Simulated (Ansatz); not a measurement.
Saddle point of Si$_{2}$NH$_{8}$F, singlet (Si₂NH₇ ([NH2][SiH2][SiH3]) + HF → SiNH₄F ([NH2][SiH2][F]) + SiH₄; bonds formed: Si1–F7, Si2–H6; bonds broken: Si1–Si2, H6–F7), PBE0-D4/def2-TZVP structure:

| atom | x (Å) | y (Å) | z (Å) |
| --- | --- | --- | --- |
| Si1 | -0.6952 | 0.2462 | -0.4908 |
| Si2 | 0.7181 | -1.3580 | 0.9421 |
| H3 | -0.3035 | -0.8425 | -1.4526 |
| H4 | -2.1340 | 0.0255 | -0.2398 |
| N5 | -0.0818 | 1.6081 | -1.2830 |
| H6 | -0.0922 | 0.2631 | 1.2150 |
| F7 | -0.6582 | 1.2965 | 1.2036 |
| H8 | 1.1163 | -1.3752 | 2.3808 |
| H9 | -0.1262 | -2.5484 | 0.6682 |
| H10 | 1.9452 | -1.3818 | 0.1081 |
| H11 | 0.3536 | 1.5455 | -2.1854 |
| H12 | -0.0421 | 2.5207 | -0.8663 |

Energies are electronic, without zero-point energy. Barriers and step energies count from the start structure reached by relaxing down the imaginary mode; all methods use the PBE0-D4 structures, on which another method's saddle can fall below an end. Computed with Ansatz 0.2.0 (basis: def2-TZVPP, with def2-QZVPP for the basis limit); correlated methods freeze the cores. B3LYP uses VWN-RPA correlation. Extrapolation: Hartree–Fock as exp(−7.88 √X), correlation as X^−2.97.

```tsv
method	barrier (kcal/mol)	step energy (kcal/mol)
SPW92	18.25	-28.86
PBE-D4	24.97	-29.72
BLYP-D4	28.20	-34.91
r2SCAN-D4	26.32	-35.07
B97M-V	30.04	-35.72
PBE0-D4	?	-31.81
B3LYP-D4	31.38	-36.35
r2SCAN0-D4	30.01	-35.77
BHLYP-D4	36.24	-39.11
CAM-B3LYP-D4	31.44	-38.44
wB97X-V	?	-36.56
wB97M-V	29.87	-37.61
B2PLYP	32.21	-38.09
PBE-QIDH	32.05	-35.31
RPA on PBE	?	-37.54
HF	47.82	-45.05
MP2	31.95	-38.06
CCSD	36.37	-37.94
CCSD(T)	33.76	-36.77
```

Q: Fill in the withheld barriers. (Judge from chemistry; the value comes from the calculation.)

A: By the calculation: RPA on PBE 32.82; PBE0-D4 29.49; wB97X-V 31.39 kcal/mol. Each is the energy of the saddle less that of the start structure, by the same method.

For comparison, the barrier by CCSD(T) at an estimated basis limit (MP2 extrapolated from triple and quadruple zeta, plus CCSD(T) − MP2 in triple zeta) is 33.07 kcal/mol.

The T1 diagnostic stays at or below 0.014.

Labels in which every atom is bracketed show which atoms are joined, not bond orders.

For scale, one of the runs: CCSD(T)/def2-TZVPP, 258 basis functions, launched by `ansatz run in.yaml --threads 4 --pin off --events-out ev --progress --plain --max-ram 9574MiB`. The run took 2.8 min on 4 CPU threads of an Intel Xeon (shared host), with 5.7 GiB of host memory at its peak.
